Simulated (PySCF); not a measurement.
C₃H₇BF₂O, SMILES CO[C@H](C)B(F)F.

Geometry: B3LYP-D3(BJ)/def2-SVP. The structure was generated by enumeration; whether it is a known compound was not checked. The values are those of a single conformer.

Method: HF/def2-TZVP (PySCF).

* **total energy**: -416.39320 hartree
* **highest occupied level**: -11.68 eV
* **lowest empty level**: 3.19 eV
* **orbital gap**: 14.88 eV
* **dipole moment**: 2.77 D
* **quadrupole, principal values (traceless, Buckingham form, about the centre of nuclear charge)**: -4.03, -0.60, 4.64 D·Å
* **mean static polarisability**: 49.7 bohr³ (7.37 Å³)
* **polarisability, principal values**: 44.6, 49.1, 55.5 bohr³
